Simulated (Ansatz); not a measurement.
A run for Ansatz (a quantum-chemistry and plane-wave program): R-B3LYP-D3(BJ)/def2-TZVP on CH5BO2 (SMILES COBO).

Ansatz 0.2 input:
```yaml
crystal:
  periodic: [false, false, false]
  atoms:
    - {symbol: C, position_ang: [1.06656287, 0.47407544, -0.26799291]}
    - {symbol: O, position_ang: [0.50114578, -0.74366464, 0.16229098]}
    - {symbol: B, position_ang: [-0.82603538, -0.93387635, 0.32438009]}
    - {symbol: O, position_ang: [-1.78766395, -0.01665985, 0.10550446]}
    - {symbol: H, position_ang: [2.14669368, 0.33233635, -0.31323502]}
    - {symbol: H, position_ang: [0.70296972, 0.75130458, -1.26334743]}
    - {symbol: H, position_ang: [0.84402303, 1.28478704, 0.43403662]}
    - {symbol: H, position_ang: [-1.15560525, -1.99386855, 0.68747445]}
    - {symbol: H, position_ang: [-1.49209049, 0.84556599, -0.19207517]}
basis:
  gaussian:
    orbitals: def2-TZVP
hamiltonian:
  xc: b3lyp
  dispersion: d3bj
relax: {f_tol: 0.003, max_steps: 120}
scf: {lower_state_search: off}
```

Predict the final total energy.

-216.6058 hartree.

How many basis functions does it have, and what does it roughly cost on one machine?

154 functions; around 14 core-seconds (rough).
